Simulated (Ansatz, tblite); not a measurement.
Isomers of Be4S4⁺ (doublet), found by a short tight-binding search and relaxed with PBE-D4/def2-SVP in Ansatz.

The xTB rows come from tblite. LC-ωPBE has ω = 0.4 bohr⁻¹. Correlated methods freeze 20 core orbitals. In CCSD on the charge 1 doublet the largest single amplitude is 0.54, so its Hartree–Fock determinant may place the open shell otherwise than the density functionals do.

Run but left out: HF/STO-3G, HF/def2-SVP, HF/def2-TZVP, MP2/def2-SVP, MP2/def2-TZVP (D: a determinant that CCSD turns far, T1 0.071).

D: At CCSD(T)/def2-SVP T1 of the charge 1 doublet is large (up to 0.071), so the single-reference result is doubtful.

Other spin states weren't relaxed.

A:

```xyz
8

Be   -1.303   -0.329    0.751
Be    1.001    0.128    0.976
Be    0.320   -1.137   -0.761
Be    0.148    1.211   -0.939
S     1.890    0.206   -0.893
S    -0.620    1.648    0.971
S    -1.519   -0.014   -1.317
S     0.082   -1.713    1.213
```

B:

```csv
atom,x (Å),y (Å),z (Å)
Be1,-0.8201,-1.7116,-0.6522
Be2,-0.5968,0.5626,0.9334
Be3,1.4733,-0.8437,-0.4768
Be4,0.7419,2.0929,0.1015
S5,-2.0111,-0.8209,0.6046
S6,1.6029,0.5080,0.9439
S7,0.7547,-2.1702,-1.6343
S8,-1.1448,2.3829,0.1799
```

C:

```csv
atom,x (Å),y (Å),z (Å)
Be1,0.4715,0.1809,1.6842
Be2,-0.7640,1.0998,-0.5386
Be3,1.0636,-0.4025,-0.8889
Be4,-0.8060,-1.0596,0.3395
S5,-0.8745,-0.6719,-1.6814
S6,1.2211,-1.4539,0.8970
S7,-1.4001,0.7008,1.3994
S8,1.0884,1.6064,-1.2112
```

D:

```tsv
atom	x (Å)	y (Å)	z (Å)
Be1	1.7042	-0.8769	-0.4266
Be2	-1.7042	0.8768	0.4264
Be3	-0.6308	-1.6462	0.8644
Be4	0.6307	1.6462	-0.8645
S5	-1.0492	2.4663	-0.4280
S6	-2.2823	-0.7520	1.2619
S7	2.2824	0.7520	-1.2618
S8	1.0493	-2.4662	0.4281
```

Task: Estimate their order by electronic energy at PBE0-D4/def2-TZVP, counted from the lowest.

Result: A (0.00) < C (0.12) < D (0.87) < B (0.90), in eV.

Task: Do the other levels pick the same lowest one?

Result: Not GFN1-xTB, GFN2-xTB, CCSD/def2-SVP, CCSD(T)/def2-SVP. Energies above each level's lowest (eV):

```csv
level,A,B,C,D
GFN1-xTB,0.30,0.79,0.67,0.00
GFN2-xTB,0.78,0.85,0.99,0.00
PBE-D4/def2-SVP,0.00,0.73,0.13,0.43
PBE-D4/def2-TZVP,0.00,0.79,0.15,0.58
revPBE-D4/def2-TZVP,0.00,0.89,0.16,0.74
r2SCAN-D4/def2-TZVP,0.00,0.67,0.09,0.41
B97M-V/def2-TZVP,0.00,0.61,0.09,0.25
PBE0-D4/def2-SVP,0.00,0.84,0.10,0.70
PBE0-D4/def2-TZVP,0.00,0.90,0.12,0.87
LC-ωPBE/def2-TZVP,0.00,1.02,0.06,1.44
CCSD/def2-SVP,0.13,0.40,0.00,0.32
CCSD(T)/def2-SVP,0.08,0.40,0.00,0.20
```
Point groups (tolerance 0.1 Å): A C2v, B not assigned, C Cs, D D4h. Lower isomers may exist. From def2-SVP to def2-TZVP the PBE0 values move by up to 0.17 eV, so results in the small set are rough.
